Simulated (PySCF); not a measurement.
Species: C6H6F2.
SMILES with atom numbers: `[CH2:1]=[CH:2][C@@H:3]1[CH:4]=[C:5]([F:6])[C@H:7]1[F:8]` (hydrogens: H9, H10 on C1; H11 on C2; H12 on C3; H13 on C4; H14 on C7)

Cartesian coordinates in Å at the GFN2-xTB level; atoms count from 1:
```xyz
14
C6H6F2 angstrom
C      2.3486   -0.2878    0.5796
C      1.0387   -0.4471    0.6182
C      0.0747    0.3837   -0.1569
C     -1.1370    0.8951    0.6066
C     -1.9934    0.2499   -0.1736
F     -3.3198    0.1407   -0.2073
C     -0.9531   -0.4049   -1.0369
F     -0.9499   -0.0590   -2.3602
H      3.0129   -0.9085    1.1552
H      2.8098    0.4701   -0.0319
H      0.5901   -1.2113    1.2390
H      0.5909    1.1506   -0.7357
H     -1.2229    1.5238    1.4703
H     -0.8903   -1.4957   -0.9886
```

The calculation used TDDFT CAM-B3LYP/def2-SVPD, vertical, gas phase, core orbitals frozen in the response in PySCF.

Transition dipole moments from the ground state, in atomic units and in the frame of the coordinates above (overall signs are arbitrary), for the states with f of 0.002 or more among the lowest 6:

```csv
state,E (eV),μx,μy,μz
S1,6.746,-1.002,-0.126,-0.364
S2,6.852,0.056,0.338,0.480
S3,7.457,-0.360,0.067,0.126
S4,7.544,0.875,0.380,0.493
S5,7.643,0.114,-0.398,0.121
S6,7.733,-1.093,0.132,0.149
```

Q: Work out the oscillator strengths.

A: f = (2/3) ΔE |μ|² with ΔE in hartree (27.2114 eV).

```
state  |μ|² (au)  |μ| (D)      f
   S1      1.152     2.73  0.190
   S2      0.347     1.50  0.058
   S3      0.150     0.99  0.028
   S4      1.153     2.73  0.213
   S5      0.186     1.10  0.035
   S6      1.234     2.82  0.234
```

Q: Which bond between heavy atoms lies closest to the direction of the S6 transition dipole?

A: C5–F6 and C1–C2, at 15° from it; next C3–C4 at 27°.

Q: What angle do the transition dipoles of S5 and S6 make?

A: |cos θ| = |μa·μb| / (|μa| |μb|) = 0.33, so θ ≈ 71° (taken between 0 and 90°, since the signs are arbitrary).

Q: How is the summed strength of these states shared among x, y and z?

A: (2/3) Σ ΔE μα² gives 0.560 for x, 0.082 for y and 0.115 for z, 0.758 in all.

Q: What peak molar absorption coefficient would the strongest computed level give as a lone Gaussian band 0.5 eV wide at half height?

A: ε(max) = 2.175×10⁸ f / FWHM, with the width in cm⁻¹. S6: 2.175×10⁸ × 0.2338 / 4033 ≈ 13000 L mol⁻¹ cm⁻¹.

One conformer stands for the species.
